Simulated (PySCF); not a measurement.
Level of theory: PySCF, PBE0, basis Ru def2-SVP with ECP28, F def2-SVP (scalar-relativistic core potentials, no spin–orbit coupling, density fitting). Open shells, if any, are unrestricted.

**Question.** What spin state, shape and geometry does isolated RuF4 take (every ligand bound to Ru)?

**Answer.** Formally Ru is in oxidation state +4, d4, with 4 unpaired electrons (the high-spin count). The Mulliken spin on Ru is 3.21. The polar-tensor charge on Ru, 2.31, is far below the formal one. The lowest minimum found is a quintet of D2d symmetry with Ru–F 1.837 Å (×4); F–Ru–F 90.7° (×4), F–Ru–F 167.6° (×2). Its harmonic wavenumbers are 65 (a1), 181 (b2), 247 (e), 267 (b1), 637 (b2), 686 (a1), 730 (e) cm⁻¹ and its dipole moment is 0.00 D.

Only a few start shapes were tried, so a lower isomer may exist. Open d and f shells are described by one determinant, and the ground state may have another occupation or spin.
